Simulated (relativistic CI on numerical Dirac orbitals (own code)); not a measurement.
# Ir7+: 4f photoemission

Computed with this model: Dirac-Coulomb-Breit CI, orbitals from a KLI potential per configuration, model QED (radiative potential, 1s self-energy scaled to tabulated hydrogen-like ionisation energies), multiplet model of photoemission in the sudden approximation, unscaled Slater integrals; configurations [Xe] 4f14 5d2 → [Xe] 4f13 5d2; 80 K; Lorentzian 0.25 eV and Gaussian 0.5 eV FWHM. Energies are those of the free ion, without screening or charge transfer. The energies are binding energies and can lie tens of eV above those of solids. S is read from ⟨S²⟩ = S(S + 1).

Field parameters in Wybourne normalisation: Td as Oh with Dq negative (B⁴₀ = 21Dq, B⁴₄ = √(5/14) B⁴₀). The field is a parameter set, without covalency.

free ion: ground-state S = 0.93, centroid 176.19 eV. Peaks (eV, height): 174.6 (100), 177.6 (62), 179.3 (14), 180.3 (13).

Td, 10Dq = -12250 cm⁻¹: ground-state S = 0.97, centroid 176.28 eV. Peaks (eV, height): 174.6 (100), 177.6 (62), 179.5 (11).

Strongest unbroadened transitions for free ion:

| Energy (eV) | Relative strength |
| --- | --- |
| 174.21 | 52.3 |
| 174.24 | 47.0 |
| 174.36 | 32.9 |
| 174.67 | 100.0 |
| 174.89 | 81.5 |
| 176.24 | 4.2 |
| 176.78 | 11.1 |
| 177.12 | 16.6 |
| 177.13 | 10.5 |
| 177.16 | 9.4 |
| 177.32 | 9.6 |
| 177.52 | 31.0 |
| 177.63 | 65.1 |
| 177.95 | 32.0 |
| 179.14 | 7.3 |
| 179.46 | 12.6 |
| 180.28 | 15.8 |
| 180.48 | 10.0 |
